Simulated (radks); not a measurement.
The numbers below are computed, except where a source is named.
The tantalum ion Ta3+, configuration [Xe] 4f14 5d2.

Level of theory: Dirac Kohn-Sham, PBE, spin-unpolarised, spherical densities, finite nucleus; open shells are shared between the two j in proportion to 2j + 1; Fermi nuclear charge, rms radius 5.3507 fm (a radial shooting solver on a logarithmic mesh with Libxc functionals).

Energy parts (hartree):
| part | energy |
|---|---|
| total | -15621.8720 |
| kinetic | 17529.1731 |
| electron-nucleus | -38884.0840 |
| Hartree | 6049.5941 |
| exchange-correlation | -316.5553 |

Orbitals (lengths in bohr, moments of r in powers of bohr; r(max) is where P^2 peaks):
orbital  occ.  eigenvalue (hartree)   r(max)   <1/r>  small-component weight
1s1/2       2             -2472.585  0.01168   85.40                7.56e-02
2s1/2       2             -425.4145  0.06705   20.74                1.71e-02
2p1/2       2             -406.6885  0.04993   20.71                1.72e-02
2p3/2       4             -360.0115  0.05666   17.50                1.55e-02
3s1/2       2             -98.24674   0.1889   7.612                5.61e-03
3p1/2       2             -89.90654   0.1770   7.528                5.55e-03
3p3/2       4             -79.85773   0.1908   6.699                5.09e-03
3d3/2       4             -65.74901   0.1497   6.591                4.97e-03
3d5/2       6             -63.56011   0.1535   6.394                4.84e-03
4s1/2       2             -20.85288   0.4294   3.194                1.84e-03
4p1/2       2             -17.41138   0.4295   3.084                1.75e-03
4p3/2       4             -15.09809   0.4587   2.796                1.57e-03
4d3/2       4              -9.43730   0.4564   2.578                1.38e-03
4d5/2       6              -9.01232   0.4657   2.508                1.33e-03
5s1/2       2              -3.70441   0.9890   1.226                4.00e-04
5p1/2       2              -2.70184    1.064   1.098                3.28e-04
5p3/2       4              -2.37385    1.148  0.9994                2.82e-04
4f5/2       6              -1.97977   0.4388   2.021                9.14e-04
4f7/2       8              -1.90680   0.4439   1.991                8.93e-04
5d3/2     0.8              -1.08771    1.478  0.7066                1.44e-04
5d5/2     1.2              -1.05756    1.517  0.6872                1.37e-04

The highest occupied level is 5d5/2 at -28.778 eV. The density falls to 0.001 e/bohr^3 at r = 3.40 bohr. The electron density at the nucleus is 1.313e+06 e/bohr^3. Summed over all electrons, <r^2> = 34.99 bohr^2, which gives a Langevin (diamagnetic) susceptibility term of -27.7 x 10^-6 cm^3/mol.
